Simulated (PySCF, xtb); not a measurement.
B(AsH2)2(F) (As2BFH4), SMILES FB([AsH2])[AsH2].

Coordinates come from a B3LYP-D3(BJ)/def2-SVP optimisation. The structure was generated by enumeration, and PubChem lists no compound with its InChIKey, so it may never have been made.

Level of theory: C-PCM-M06-2X/def2-SVP in PySCF 2.14.0.

The values are the electrostatic part of the solvation free energy, E(continuum) − E(gas) at the gas-phase geometry, in a cavity of scaled van der Waals radii (PySCF's table); cavitation and dispersion terms are not included. In vacuum the orbital gap is 7.80 eV. The dipole moment in vacuum is 0.31 D.

Computed values in water (ε = 78.36), ethylethanoate (ε = 5.99), acetonitrile (ε = 35.69):
```
solvent             ε  ΔG(elec) (kcal/mol)  dipole (D)  gap (eV)
--------------  -----  -------------------  ----------  --------
water           78.36                 -2.1        0.45      7.86
ethylethanoate   5.99                 -1.7        0.42      7.85
acetonitrile    35.69                 -2.0        0.45      7.86
```

For comparison, GFN2-xTB/ALPB(water) (xtb, at the GFN2-xTB geometry, all terms of that model) gives -2.0 kcal/mol.
